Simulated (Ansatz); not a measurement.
A calculation with Ansatz (development build ahead of 0.2.0).

```yaml
crystal:
  periodic: [false, false, false]
  atoms:
    - { symbol: C, position_ang: [1.4, 0.0, 0.0] }
    - { symbol: C, position_ang: [0.7, 1.21244, 0.0] }
    - { symbol: C, position_ang: [-0.7, 1.21244, 0.0] }
    - { symbol: C, position_ang: [-1.4, 0.0, 0.0] }
    - { symbol: C, position_ang: [-0.7, -1.21244, 0.0] }
    - { symbol: C, position_ang: [0.7, -1.21244, 0.0] }
    - { symbol: C, position_ang: [2.81, 0.0, 0.0] }
    - { symbol: H, position_ang: [3.36, 0.93, 0.0] }
    - { symbol: H, position_ang: [3.36, -0.93, 0.0] }
    - { symbol: O, position_ang: [1.325, 2.29497, 0.0] }
    - { symbol: H, position_ang: [-1.2425, 2.15207, 0.0] }
    - { symbol: H, position_ang: [-2.485, 0.0, 0.0] }
    - { symbol: H, position_ang: [-1.2425, -2.15207, 0.0] }
    - { symbol: H, position_ang: [1.2425, -2.15207, 0.0] }
basis:
  gaussian: { orbitals: def2-SVP }
magnetization:
  spin_polarized: true
hamiltonian:
  xc: hf
```

The input is written out in the form of the current development build from the run's settings.

The run gave:

- Converged: yes
- Total energy: -343.15086 hartree
- Spin squared of the determinant: 1.461
- Stability test: minimum

Caution: the unrestricted determinant is a mixture of spin states.
